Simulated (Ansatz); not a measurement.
# Computed against measured: atomisation enthalpy at 298 K

9 molecules without hydrogen; the atomisation enthalpy at 298 K in kJ/mol, computed less measured. Shapes, held fixed at every level: PBE0-D4/def2-TZVP. Thermal terms are harmonic and unscaled (PBE0-D4/def2-TZVP); the spin-orbit lowering of the free atoms is taken from their spectra. Programs: Ansatz 0.2.0. Measured values: Active Thermochemical Tables, CRC Handbook of Chemistry and Physics, NIST-JANAF tables.

Levels: A = r2SCAN0-D4/def2-TZVPP; B = BCCD(T)/cc-pVDZ; C = CCSD(T)/def2-TZVPP.

```tsv
molecule	from tabulated heats	A	B	C
AsF3 (arsenic trifluoride)	1326	-60	-218	-42
BBr2F (dibromofluoroborane)	1388	-14	-128	-46
BBrCl2 (bromodichloroborane)	1262	+8	-112	-43
CBr2ClF (dibromochlorofluoromethane)	1329	-50	-196	-72
CBr2F2 (dibromodifluoromethane)	1484	-51	-193	-65
CBrCl2F (bromodichlorofluoromethane)	1391	-47	-199	-75
CBrClF2 (SMILES FC(F)(Cl)Br)	1551	-52	-199	-70
SiCl4 (silicon tetrachloride)	1598	-11	-253	-74
C2F3N (SMILES N#CC(F)(F)F)	2640	-112	-271	-96
```

Problem. Sum up the errors.

Solution. 
```json
{"level": "r2SCAN0-D4/def2-TZVPP", "kind": "global hybrid", "mean error": "-43.2", "mean absolute error": "45.0", "worst case": "C2F3N"}
{"level": "BCCD(T)/cc-pVDZ", "kind": "coupled cluster or CI", "mean error": "-196.6", "mean absolute error": "196.6", "worst case": "C2F3N"}
{"level": "CCSD(T)/def2-TZVPP", "kind": "coupled cluster or CI", "mean error": "-64.8", "mean absolute error": "64.8", "worst case": "C2F3N"}
```

On this set r2SCAN0-D4/def2-TZVPP has the smallest mean absolute error and BCCD(T)/cc-pVDZ the largest. r2SCAN0-D4/def2-TZVPP is too low in 8 of 9; BCCD(T)/cc-pVDZ is too low in 9 of 9; CCSD(T)/def2-TZVPP is too low in 9 of 9. The heats of C2F3N come from older tables and can be uncertain by 10 kJ/mol or more. The molecules' own spin-orbit binding is left out, so errors for heavy halides read too negative. The tabulated values of AsF3, BBr2F, BBrCl2 are in doubt (older tables, estimates, or at odds with other calculations) and kept here. Over the 6 molecules whose values aren't doubted the mean absolute errors are A 53.8; B 218.5; C 75.3. Correlated wave functions converge slowly with the basis. Relativity is left out for As, Br. Outer-core shells of As, Br are correlated in most correlated rows, in sets that cover them unevenly. The set is small.
